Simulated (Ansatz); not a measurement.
`C[SiH](N)[GeH3]` + CH₃OH → `CO[SiH](C)[GeH3]` + NH₃ at 400 K and 1 bar (ligand exchange at the Si–N bond).

Calculated with Ansatz (gas phase, PBE0-D4/def2-TZVP geometries, no zero-point term in ΔE). CCSD(T)/CBS is the MP2 limit (def2-TZVPP, def2-QZVPP) plus CCSD(T) − MP2 in def2-TZVPP, frozen cores. This one scheme is used for every species. For Ge outer-core shells are correlated without core-valence functions, which leaves a few kJ/mol of doubt a bond. Scalar relativity is left out up to krypton. One conformer a species, not always the lowest.

| species | CCSD(T)/CBS energy (Eh) | H − E (kJ/mol) | S (J/(mol·K)) |
| --- | --- | --- | --- |
| `C[SiH](N)[GeH3]` | -2463.40010 | 289.0 | 421.1 |
| CH₃OH | -115.61712 | 151.2 | 252.6 |
| `CO[SiH](C)[GeH3]` | -2522.52701 | 337.0 | 460.2 |
| NH₃ | -56.50880 | 104.2 | 203.1 |

H − E and S are ideal-gas, rigid-rotor, harmonic terms from PBE0-D4/def2-TZVP, for one conformer and one mirror image of each species. 1 Eh = 2625.50 kJ/mol, R = 8.31446 J/(mol·K).

Task: By hand: ΔE, ΔH, ΔS and ΔG.

Result: ΔE = (-2522.52701) + (-56.50880) − (-2463.40010) − (-115.61712) = -0.01859 Eh = -48.8 kJ/mol. Δ(H − E) = 337.0 + 104.2 − 289.0 − 151.2 = 1.0, so ΔH = -47.8 kJ/mol. ΔS = 460.2 + 203.1 − 421.1 − 252.6 = -10.4 J/(mol·K). ΔG = -47.8 − 400 × (-10.4)/1000 = -43.6 kJ/mol.

Task: By hand: the equilibrium constant, and the temperature at which ΔG would vanish if ΔH and ΔS stayed fixed.

Result: log₁₀ K = −ΔG/(RT ln 10) = 5.7. ΔG = 0 at ΔH/ΔS = 4596 K, far beyond where these terms or the molecules hold.

The number of gas molecules stays the same, so ΔS is small and ΔH decides. A doubt of 5 kJ/mol in ΔE shifts log₁₀ K by 0.7 here. Other conformers and mirror images would add mixing entropy, several J/(mol·K) or more a flexible species. Modes under 60 cm⁻¹, often nearly free rotors, make the harmonic entropy too high. These are equilibria of isolated gas molecules and say nothing of rates. Largest T1 diagnostic: 0.012 (customary marks: 0.02 for closed shells, 0.045 for open ones).
